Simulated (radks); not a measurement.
Excited configurations of the beryllium ion Be3+: one electron is placed in a higher orbital outside the bare nucleus. The ground configuration is 1s1. All-electron calculation, Dirac Kohn-Sham, LDA (Slater exchange, Perdew-Wang correlation), spin-unpolarised, spherical densities, finite nucleus; open shells are shared between the two j in proportion to 2j + 1; Fermi nuclear charge, rms radius 2.519 fm. Program: a radial shooting solver on a logarithmic mesh with Libxc functionals. Excitation = E - E(ground); binding = E(ion) - E, where the ion is the core of charge +4; n* = 4/sqrt(2 binding) in atomic units, and the quantum defect is n - n*. Eigenvalue and <r> are those of j = l + 1/2.

outer orbital  excitation (eV)  binding (eV)     n*  quantum defect  eigenvalue (eV)  <r> (bohr)
2s                      155.65        53.334  2.020          -0.020          -47.350       1.513
2p                      156.46        52.520  2.036          -0.036          -45.246       1.284
3s                      184.93        24.052  3.008          -0.008          -21.485       3.382
3d                      185.37        23.612  3.036          -0.036          -20.226       2.677
4d                      195.38        13.602  4.001          -0.001          -11.981       5.274
5s                      200.14         8.840  4.962           0.038           -7.969       9.328
5p                      200.14         8.838  4.963           0.037           -7.941       9.082
5f                      200.20         8.779  4.979           0.021           -7.721       7.887
6s                      202.80         6.186  5.932           0.068           -5.595       13.40
7p                      204.41         4.575  6.898           0.102           -4.144       17.95

The Delta-SCF ionisation energy is 208.98 eV (NIST Atomic Spectra Database: 217.72 eV, theoretical). Self-interaction in the functional shifts the binding energies and quantum defects, so they are the method's values and not measured ones. Spin polarisation and multiplet splitting are left out, so open shells lie too high by an amount that depends on their filling.

Beside tabulated values, note that spin-unpolarised runs miss the spin-polarisation part of the exchange energy of open shells.
